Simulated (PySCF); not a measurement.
# `F[C@@H](Cl)[C@@H]1C=C[SiH2][SiH2]1`: 4 charge schemes on one density

Compound: C4H8ClFSi2.
Z-matrix (Å and degrees, GFN2-xTB geometry), rows numbered from 1:
```
F 
C   1  1.3652
Cl  2  1.7844  1  107.36
C   2  1.5115  1  112.14  3   121.71
C   4  1.5042  2  109.48  1   -56.54
C   5  1.3279  4  123.53  2  -108.78
Si  6  1.8875  5  119.03  4    -2.84
Si  4  1.9316  2  109.81  1  -178.22
H   2  1.0956  1  106.52  3  -114.43
H   4  1.0954  2  105.83  1    60.40
H   5  1.0853  4  115.15  2    68.57
H   6  1.0810  5  119.03  4   177.61
H   7  1.4662  6  111.48  5   114.90
H   7  1.4690  6  110.23  5  -125.66
H   8  1.4649  4  108.35  2   -18.27
H   8  1.4700  4  105.49  2  -130.87
```

Density: PBE0/pcSseg-1 (PySCF); schemes: Mulliken, IAO, Hirshfeld and ESP-fitted. One conformer (not necessarily the lowest) at the GFN2-xTB geometry, without solvent, vibrations or thermal averaging.

Problem. At which atom do the 4 schemes differ most?

Solution. At C4: from -0.540 (Mulliken) to +0.009 e (ESP-fitted), 0.549 e apart.

Problem. For which atoms does the sign change between the 4 schemes (beyond +0.03 e in one, beyond −0.03 e in another)?

Solution. C2.

Problem. Do the Mulliken, IAO, Hirshfeld and ESP-fitted schemes agree on where the charge is highest?

Solution. All schemes agree: Mulliken Si7 (+0.404); IAO Si7 (+0.456); Hirshfeld Si7 (+0.235); ESP-fitted Si7 (+0.291).

Problem. Tabulate the Mulliken, IAO, Hirshfeld and ESP-fitted charges.

Solution. In e:

```csv
atom,environment,Mulliken,IAO,Hirshfeld,ESP-fitted
F1,alkyl fluorine,-0.293,-0.299,-0.099,-0.139
C2,sp3 C–F carbon,+0.252,+0.193,+0.094,-0.053
Cl3,chlorine on a fluorinated carbon,-0.118,-0.093,-0.036,-0.098
C4,sp3 carbon bound to silicon,-0.540,-0.395,-0.128,+0.009
C5,alkene CH carbon,-0.077,-0.115,-0.042,-0.241
C6,alkene CH carbon,-0.350,-0.414,-0.142,-0.264
Si7,SiH2 silicon,+0.404,+0.456,+0.235,+0.291
Si8,SiH2 silicon,+0.325,+0.422,+0.228,+0.157
H9,methine hydrogen,+0.155,+0.160,+0.049,+0.174
H10,methine hydrogen,+0.169,+0.165,+0.048,+0.104
H11,vinylic hydrogen,+0.113,+0.155,+0.045,+0.174
H12,vinylic hydrogen,+0.123,+0.160,+0.047,+0.158
H13,Si–H hydrogen,-0.038,-0.096,-0.073,-0.054
H14,Si–H hydrogen,-0.053,-0.104,-0.076,-0.085
H15,Si–H hydrogen,-0.028,-0.095,-0.076,-0.068
H16,Si–H hydrogen,-0.043,-0.099,-0.076,-0.066
```

Mean size of the charges over all atoms: IAO 0.214 e, Mulliken 0.193 e, ESP-fitted 0.134 e, Hirshfeld 0.093 e. Each set sums to the total charge, 0, to within 0.001 e. The ESP scheme fits charges at the nuclei, held to the total charge, to the electrostatic potential on points at 1.4 to 2.0 times the van der Waals radii. The IAO scheme projects the occupied orbitals on a minimal set of polarised atomic orbitals and counts the electrons in each atom's part of it.

Problem. Sum the charges by element, for elements with more than one atom.

Solution. 
```tsv
element	atoms	Mulliken	IAO	Hirshfeld	ESP-fitted
C	4	-0.715	-0.731	-0.217	-0.549
Si	2	+0.728	+0.877	+0.463	+0.448
H	8	+0.397	+0.246	-0.112	+0.338
```

Problem. How closely do the schemes follow one another over all atoms?

Solution. Correlation coefficient and root-mean-square difference: Mulliken with IAO 0.97, 0.061 e; IAO with Hirshfeld 0.96, 0.146 e; Mulliken with Hirshfeld 0.90, 0.151 e; IAO with ESP-fitted 0.80, 0.157 e; Hirshfeld with ESP-fitted 0.77, 0.099 e; Mulliken with ESP-fitted 0.68, 0.178 e.

Problem. How many electrons does the ESP-fitted scheme count on Cl3?

Solution. Z − q = 17 − (-0.098) = 17.098.
